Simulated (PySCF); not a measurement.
**Electron correlation in Ho⁵⁶⁺ (holmium, charge +56)**

[Ne] 3s1, 2S determinant. Calculation: PySCF 2.14, in an even-tempered Gaussian basis (17 s from 14 bohr⁻², ratio 2.5; 12 p from 18 bohr⁻², ratio 2.5; 4 d from 67 bohr⁻², ratio 2.7; 4 f from 100 bohr⁻², ratio 2.7); the spin-free X2C one-electron Hamiltonian (Gaussian nucleus). Frozen: 1s2; 9 electrons correlated; the 20 highest virtual orbitals of each spin left out.

```
  level  correlation energy (mhartree)
   CCSD                        -348.85
    (T)                          -0.07
CCSD(T)                        -348.92
```

Diagnostics: T1 = 4.5e-05, D1 = 0.0002, largest double amplitude 0.002.

Cost of the coupled-cluster step: about 9 core-seconds, for 9 correlated electrons.

Iterations:

```
CC2 = 0
CCSD nocc = (np.int64(5), np.int64(4)), nmo = (80, 80)
frozen orbitals [[0, 81, 82, 83, 84, 85, 86, 87, 88, 89, 90, 91, 92, 93, 94, 95, 96, 97, 98, 99, 100], [0, 81, 82, 83, 84, 85, 86, 87, 88, 89, 90, 91, 92, 93, 94, 95, 96, 97, 98, 99, 100]]
max_cycle = 100
direct = 0
conv_tol = 1e-08
conv_tol_normt = 1e-06
diis_space = 8
diis_start_cycle = 0
Init t2, MP2 energy = -0.347828115666649
Init E_corr(UCCSD) = -0.347828115666649
cycle = 1  E_corr(UCCSD) = -0.348819965430593  dE = -0.000991849764  norm(t1,t2) = 0.000258066
cycle = 2  E_corr(UCCSD) = -0.348852706608806  dE = -3.27411782e-05  norm(t1,t2) = 8.43502e-06
cycle = 3  E_corr(UCCSD) = -0.34885331320722  dE = -6.06598415e-07  norm(t1,t2) = 3.53892e-07
cycle = 4  E_corr(UCCSD) = -0.348853311780848  dE = 1.42637269e-09  norm(t1,t2) = 1.75017e-09
UCCSD converged
E(UCCSD) = -9092.230394789724  E_corr = -0.3488533117808477
UCCSD(T) correction = -6.55490423186388e-05
```

At this charge the one-electron X2C treatment keeps the bare 1/r₁₂, with no two-electron picture change or Breit term. The effect here is smaller than on the frozen 1s shell; and a scalar Hamiltonian misses the large spin-orbit splitting of the p shells, which matters for ns² → np² pairs.
